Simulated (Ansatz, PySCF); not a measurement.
The PySCF input:
```python
from pyscf import gto, scf, dft

mol = gto.Mole()
mol.atom = '''
    C     0.081337    1.122037   -0.125507
    S    -0.072916   -0.562038    0.133098
    H     0.801812   -0.957823   -0.794812
    H    -0.532767    1.739243    0.497872
    H     0.409589    1.478970   -1.079581
'''
mol.basis = 'def2-svpd'
mol.charge = 0
mol.spin = 1
mol.verbose = 4
mol.build()

mf = dft.UKS(mol)
mf.xc = 'pbe0'
mf.grids.atom_grid = (99, 590)
mf.grids.prune = None
mf.kernel()
```

Q: Write the same job for Ansatz (a first-principles code).

A: Several could match; the one computed here: 
Ansatz 0.2 input:
```yaml
crystal:
  periodic: [false, false, false]
  atoms:
    - {symbol: C, position_ang: [0.08133729, 1.12203680, -0.12550724]}
    - {symbol: S, position_ang: [-0.07291609, -0.56203814, 0.13309778]}
    - {symbol: H, position_ang: [0.80181200, -0.95782336, -0.79481219]}
    - {symbol: H, position_ang: [-0.53276719, 1.73924269, 0.49787221]}
    - {symbol: H, position_ang: [0.40958879, 1.47897019, -1.07958105]}
basis:
  gaussian:
    orbitals: def2-SVPD
hamiltonian:
  xc: pbe0
magnetization: {spin_polarized: true, initial_magnetization: 1}
accuracy: high
```

Both were run: PySCF gave -437.701064 Eh and Ansatz -437.701064 Eh, 0.000 mEh apart.
